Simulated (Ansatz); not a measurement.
`[NH2][In]([NH2])[OH]`. Total charge 0; spin multiplicity 1. In takes the def2 core potential.

Z-matrix (Å, degrees):
```
N
In 1 2.022
H 1 1.010 2 116.2
H 1 1.011 2 115.5 3 128.6
N 2 2.014 1 126.9 3 31.6
O 2 1.990 1 118.4 3 -160.6
H 5 1.010 2 116.8 1 -39.6
H 5 1.011 2 114.4 1 -168.2
H 6 0.959 2 113.4 1 -0.4
```

Question: List the harmonic frequencies (cm⁻¹, unscaled) at PBE0-D4/def2-TZVP in Ansatz. (Estimate.)

Answer: The calculation gave: 112, 126, 149, 199, 263, 268, 429, 451, 591, 603, 624, 748, 806, 814, 1552, 1563, 3560, 3563, 3659, 3664, 3900.

Question: Is this a minimum?

Answer: Yes, all 21 modes are real.

Question: Give the ideal-gas thermochemistry at 298.15 K and 1 bar (rigid rotor, harmonic oscillator; point group C1, symmetry number 1).

Answer: Zero-point energy 165.3 kJ/mol; H(298) − E = 187.9 kJ/mol; entropy 357.2 J/(mol·K), of which translation 172.4, rotation 109.5, vibration 75.2; G(298) − E = 81.4 kJ/mol.

Question: And at 400, 500, 600, 800 and 1000 K?

Answer: 
```json
{"T (K)": "400", "H − E (kJ/mol)": "200.1", "S (J/mol/K)": "392.5", "G − E (kJ/mol)": "43.1"}
{"T (K)": "500", "H − E (kJ/mol)": "213.3", "S (J/mol/K)": "421.9", "G − E (kJ/mol)": "2.4"}
{"T (K)": "600", "H − E (kJ/mol)": "227.3", "S (J/mol/K)": "447.4", "G − E (kJ/mol)": "-41.1"}
{"T (K)": "800", "H − E (kJ/mol)": "257.1", "S (J/mol/K)": "490.1", "G − E (kJ/mol)": "-135.0"}
{"T (K)": "1000", "H − E (kJ/mol)": "288.7", "S (J/mol/K)": "525.3", "G − E (kJ/mol)": "-236.7"}
```
